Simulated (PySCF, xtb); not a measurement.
C₃H₃BF₂, SMILES C#CB(F)CF. Atoms are numbered in the order given.

```xyz
9

C      0.8657    -2.3143     0.0000
C      0.1966    -1.2972     0.0000
B     -0.6040     0.0001     0.0000
F     -1.9358    -0.0454     0.0000
C      0.0531     1.4328     0.0000
F      1.4340     1.4106     0.0000
H      1.4555    -3.2132     0.0000
H     -0.3062     1.9988     0.8837
H     -0.3062     1.9988    -0.8837
```

Coordinates come from a B3LYP-D3(BJ)/def2-SVP optimisation. This is a generated structure with no PubChem entry under its InChIKey; it may be hypothetical. One conformer was computed; it need not be the lowest.

Computed with IEF-PCM-ωB97X/def2-SVP in PySCF.

The values are the electrostatic part of the solvation free energy, E(continuum) − E(gas) at the gas-phase geometry, in a cavity of scaled van der Waals radii (PySCF's table); cavitation and dispersion terms are not included. In vacuum the orbital gap is 11.48 eV. The dipole moment in vacuum is 0.50 D.

```json
[
 {"solvent": "water", "ε": "78.36", "ΔG(elec) (kcal/mol)": "-5.2", "dipole (D)": "0.54", "gap (eV)": "11.61"},
 {"solvent": "diethylether", "ε": "4.24", "ΔG(elec) (kcal/mol)": "-3.5", "dipole (D)": "0.53", "gap (eV)": "11.56"},
 {"solvent": "n-hexane", "ε": "1.88", "ΔG(elec) (kcal/mol)": "-1.8", "dipole (D)": "0.52", "gap (eV)": "11.52"}
]
```

For comparison, GFN2-xTB/ALPB(water) (xtb, at the GFN2-xTB geometry, all terms of that model) gives -3.3 kcal/mol.
